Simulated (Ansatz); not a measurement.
One change: `BC[SiH](C)F` becomes `C[SiH2]F`.

Ansatz, PBE0-D4/def2-TZVP geometries, multiplicity 1. Each molecule was computed in one conformer, which needn't be the lowest.

```
                                          property  `BC[SiH](C)F`
               HOMO energy (B3LYP/def2-TZVPP) / eV          -8.72
                LUMO energy (PBE0/def2-TZVPP) / eV          -1.48
             HOMO energy (ωB97M-V/def2-TZVPP) / eV         -11.17
           HOMO–LUMO gap (ωB97M-V/def2-TZVPP) / eV          11.61
                 LUMO energy (PBE/def2-TZVPP) / eV          -2.45
size of the dipole moment (ωB97M-V/def2-TZVPP) / D           0.89
```

Question: What does the change do to each property? (Best estimate.)

Answer: The calculation gave: 
```csv
property,`C[SiH2]F`,shift
HOMO energy (B3LYP/def2-TZVPP) / eV,-9.02,-0.30
LUMO energy (PBE0/def2-TZVPP) / eV,0.49,1.97
HOMO energy (ωB97M-V/def2-TZVPP) / eV,-11.51,-0.34
HOMO–LUMO gap (ωB97M-V/def2-TZVPP) / eV,13.68,2.07
LUMO energy (PBE/def2-TZVPP) / eV,-0.39,2.06
size of the dipole moment (ωB97M-V/def2-TZVPP) / D,1.70,0.81
```

With PBE0 the HOMO falls by 0.30 eV and the LUMO rises by 1.97 eV, so the gap widens by about 2.27 eV. PBE moves the HOMO by -0.19 eV and ωB97M-V by -0.34 eV. Dipoles are sizes alone; their direction can turn.

B3LYP here is the variant with VWN-RPA as its local correlation; programs differ in this.
